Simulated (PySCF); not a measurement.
## Working out the excitation energy of N

N [He] 2s2 2p3 (4S) → N [He] 2s1 2p4 (4P). Computed with PySCF 2.14 in def2-TZVPPD (6s3p3d1f, 37 functions), with no relativity, point nucleus. Frozen: 1s2. Energies in hartree (1 hartree = 27.21139 eV):

```json
{"part": "UHF", "N (lower)": "-54.402769", "N (upper)": "-54.001233"}
{"part": "CCSD correlation", "N (lower)": "-0.111403", "N (upper)": "-0.113076"}
{"part": "(T)", "N (lower)": "-0.002378", "N (upper)": "-0.004518"}
```

Task: What does Hartree-Fock give?

Result: (-54.001233) − (-54.402769) = 0.401536 hartree = 10.926 eV.

Task: What do CCSD and CCSD(T) give?

Result: The CCSD correlation energies differ by -0.001673 hartree = -0.046 eV and the triples by -0.002140 hartree = -0.058 eV, so CCSD gives 10.880 eV and CCSD(T) 10.822 eV.

Measured between the centres of the two terms (NIST): 10.927 eV, so CCSD(T) (valence) is off by -0.105 eV.

What remains against the reference includes basis incompleteness, the frozen core and higher excitations.
